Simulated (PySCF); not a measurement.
Computed properties of Mg(F)(SiH3) (FH3MgSi), SMILES [SiH3][Mg][F]

Mg(F)(SiH3) (FH3MgSi), SMILES [F][Mg][SiH3]. Geometry: PBE0-D3(BJ)/def2-TZVP. One conformer was computed; it need not be the lowest. All values are computed for the isolated molecule unless a solvent is named; none is compared with measurement here.

**Structure.** The optimised structure has C3v symmetry. All 12 harmonic modes at PBE0-D3(BJ)/def2-TZVP (PySCF) are real, so it is a minimum. With heavy atoms numbered as in [Mg:1]([F:2])[SiH3:3], the shortest bond between them is Mg1–F2 at 1.756 Å and the longest Mg1–Si3 at 2.555 Å.

**Vibrations.** The strongest infrared lines (harmonic, unscaled, degenerate partners summed) lie at 844 cm⁻¹ (206 km/mol, H 90 %, Si 9 %), 2195 cm⁻¹ (176 km/mol, H 96 %), 741 cm⁻¹ (154 km/mol, Mg 50 %, F 48 %). The softest mode is at 109 cm⁻¹ and the zero-point energy is 16.2 kcal/mol.

**Electronic structure.** HF/def2-TZVPD (PySCF) places the frontier levels at -9.75 and 0.87 eV, a gap of 10.62 eV, and gives a dipole moment of 1.27 D and a mean polarisability of 54.8 bohr³.

**Excitations.** TDA-B3LYP/def2-SVPD (PySCF) has S1 at 5.67 eV (219 nm, f = 0.502, bright); the most intense of the 10 singlets computed lies at 5.67 eV (f = 0.50). Strengths of degenerate partners are summed. T1 (TDA) is at 4.44 eV, 1.23 eV under S1. No vertical singlet excitation falls in the visible range (under 3.1 eV).

**NMR.** GIAO shifts at HF/pcSseg-2 (PySCF) (non-relativistic, atoms alike by connectivity averaged): ¹H at 3.1 ppm against TMS; ²⁹Si at -133.5 ppm against TMS; ¹⁹F at -171.5 ppm against CFCl3.
